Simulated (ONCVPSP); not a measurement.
# Pseudopotential generation for tantalum (Ta): ONCV, PBE, scalar-relativistic.

* Element: Ta
* Generator: ONCVPSP 4.0.1
* Type: optimised norm-conserving Vanderbilt (ONCV)
* Functional: PBE
* Relativity: scalar-relativistic
* Frozen core: [Kr] 4d10 4f14
* Valence charge: 13
* Reference configuration: 5s2 5p6 5d3 6s2
* Partial waves: 5s+6s: rc 2.00 bohr, ncon 5, nbas 10, qcut 8.3 1/bohr, 2 projectors; 5p: rc 1.55 bohr, ncon 4, nbas 7, qcut 11.1 1/bohr, 2 projectors, debl 1.9 Ha; 5d: rc 2.65 bohr, ncon 4, nbas 9, qcut 6.9 1/bohr, 1 projector
* Local potential: polynomial inside 1.35 bohr (lpopt 5, dvloc0 0 Ha)
* Core correction: none

Poles of the logarithmic derivatives, all-electron (AE) and pseudo (PS). s: poles at -2.5, 3.7 (AE) and -2.5, 3.6 (PS) Ha. p: poles at 0.0 (AE) and 0.0 (PS) Ha. d: poles at 0.2, 3.3 (AE) and 0.2, 3.2 (PS) Ha. Test radii: s 2.03, p 1.58, d 2.69 bohr.

- Cutoffs needed: 35 Ha and 43 Ha (the cutoffs (Ha) at which the residual kinetic energy of the hardest occupied pseudo-wave falls to 1 and 0.1 mHa per electron)
- Ghost test: no bound ghost flagged; GHOST(+) flagged for s at 195.7 eV
- Largest excitation error: +8.4 meV (all-electron minus pseudo) for 5s2 5p6 5d3 6s0, out of 4 test configurations
